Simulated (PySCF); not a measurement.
**BiS: from constants to spectrum**

UHF-CCSD constants of BiS, ²Π (doublet), unpaired electrons π ↑ (PySCF, scalar-relativistic core potentials, basis sets Bi cc-pVDZ-PP with ECP60, S cc-pV(D+d)Z; masses 208.9804 and 31.9721 u):

- ωe: 428.7 cm⁻¹
- ωexe: 1.42 cm⁻¹
- Be: 0.1113 cm⁻¹
- αe: 0.000408 cm⁻¹
- D (centrifugal): 3e-08 cm⁻¹
- De to Bi + S: 2.00 eV

(1) Give the vibrational terms G(v) and spacings up to v = 3.

Correlated steps freeze 9 core orbitals. Correlated levels converge slowly with the basis: in double zeta they bind strong bonds too weakly, by up to about 1 eV, and carry superposition errors of some tenths. These are scalar-relativistic numbers at best; spin–orbit coupling would shift them, the dissociation energy most. The state is the lowest determinant that a PBE0 search found; another state may lie lower at other levels.

Results:

(1) G(v) = ωe(v+½) − ωexe(v+½)².

```csv
v,G(v) (cm⁻¹),G(v) − G(v−1),Bv (cm⁻¹)
0,214,,0.1111
1,640,426,0.1107
2,1063,423,0.1103
3,1483,420,0.1099
```
